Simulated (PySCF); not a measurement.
Species: C6H11PSi.
Numbering: `[CH3:1][SiH2:2][P:3]1[CH:4]=[CH:5][CH2:6][CH:7]=[CH:8]1` (hydrogens: H9, H10, H11 on C1; H12, H13 on Si2; H14 on C4; H15 on C5; H16, H17 on C6; H18 on C7; H19 on C8)

Geometry (PBE0-D3(BJ)/def2-SVP, Å), atoms numbered from 1 in this order:
```
atom  x, y, z in Å
C1     3.1837    0.5670   -1.0875
Si2    1.9522   -0.6839   -0.4135
P3    -0.0419   -0.4364   -1.4776
C4    -1.0145   -1.5914   -0.4628
C5    -1.9670   -1.2422    0.4112
C6    -2.3758    0.1521    0.7772
C7    -1.5520    1.2571    0.1893
C8    -0.5604    1.1258   -0.7014
H9     3.3335    0.4191   -2.1677
H10    2.8249    1.5952   -0.9263
H11    4.1582    0.4657   -0.5864
H12    1.7774   -0.5183    1.0642
H13    2.4239   -2.0799   -0.6829
H14   -0.8258   -2.6552   -0.6424
H15   -2.5214   -2.0415    0.9176
H16   -2.3749    0.2503    1.8801
H17   -3.4391    0.3045    0.5037
H18   -1.8084    2.2668    0.5323
H19   -0.0522    2.0276   -1.0594
```

The closed-shell ground state was solved at several levels (PySCF, density fitting, gas phase, non-relativistic).

```json
{"level": "PBE0/pcSseg-1", "basis functions": "205", "HOMO (eV)": "-5.93", "LUMO (eV)": "-0.51", "gap (eV)": "5.42", "dipole (D)": "1.40"}
{"level": "PBE0/def2-SVPD", "basis functions": "256", "HOMO (eV)": "-5.89", "LUMO (eV)": "-0.58", "gap (eV)": "5.31", "dipole (D)": "1.31"}
```

What might wB97X-D/pcSseg-1 (205 basis functions) give for the same quantities?

HOMO -7.65 eV, LUMO 1.28 eV, gap 8.93 eV, dipole 1.44 D.

Over all these levels, which gives the widest orbital gap and which the narrowest?

wB97X-D/pcSseg-1 (range-separated hybrid) has the widest, 8.93 eV, and PBE0/def2-SVPD (global hybrid, 25 % exact exchange) the narrowest, 5.31 eV. Functional and basis both differ between the two, so the spread mixes both effects.

How far do the dipole and the HOMO energy spread over the levels?

The dipole runs from 1.31 to 1.44 D (mean 1.38 D) and the HOMO from -7.65 to -5.89 eV.

One conformer stands for the species.
